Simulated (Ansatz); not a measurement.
`[NH2][Zr]([NH2])([NH2])[F]` and `[NH2][Zr]([NH2])([F])[I]` differ in one atom or group.

Ansatz, PBE0-D4/def2-TZVP geometries, multiplicity 1. Each molecule was computed in one conformer, which needn't be the lowest.

Elements past krypton have def2 core potentials.

```
                                          property  `[NH2][Zr]([NH2])([NH2])[F]`
             HOMO–LUMO gap (B3LYP/def2-TZVPP) / eV                          6.37
size of the dipole moment (ωB97M-V/def2-TZVPP) / D                          1.92
                 LUMO energy (PBE/def2-TZVPP) / eV                         -0.93
                HOMO energy (PBE0/def2-TZVPP) / eV                         -7.08
                LUMO energy (PBE0/def2-TZVPP) / eV                         -0.19
               LUMO energy (B3LYP/def2-TZVPP) / eV                         -0.48
```

(1) What does the change do to each property? (An estimate is asked.)

Answers

(1) The calculation gave: 
```json
{"property": "HOMO–LUMO gap (B3LYP/def2-TZVPP) / eV", "`[NH2][Zr]([NH2])([F])[I]`": "5.60", "shift": "-0.77"}
{"property": "size of the dipole moment (ωB97M-V/def2-TZVPP) / D", "`[NH2][Zr]([NH2])([F])[I]`": "3.57", "shift": "1.65"}
{"property": "LUMO energy (PBE/def2-TZVPP) / eV", "`[NH2][Zr]([NH2])([F])[I]`": "-2.03", "shift": "-1.10"}
{"property": "HOMO energy (PBE0/def2-TZVPP) / eV", "`[NH2][Zr]([NH2])([F])[I]`": "-7.26", "shift": "-0.18"}
{"property": "LUMO energy (PBE0/def2-TZVPP) / eV", "`[NH2][Zr]([NH2])([F])[I]`": "-1.18", "shift": "-0.99"}
{"property": "LUMO energy (B3LYP/def2-TZVPP) / eV", "`[NH2][Zr]([NH2])([F])[I]`": "-1.41", "shift": "-0.93"}
```

With PBE0 the HOMO falls by 0.18 eV and the LUMO falls by 0.99 eV, so the gap narrows by about 0.81 eV. PBE moves the HOMO by -0.38 eV and ωB97M-V by 0.07 eV. Dipoles are sizes alone; their direction can turn.

B3LYP here is the variant with VWN-RPA as its local correlation; programs differ in this.

Spin–orbit coupling is left out; it splits and shifts lone-pair levels of the heavy atoms by tenths of an eV.
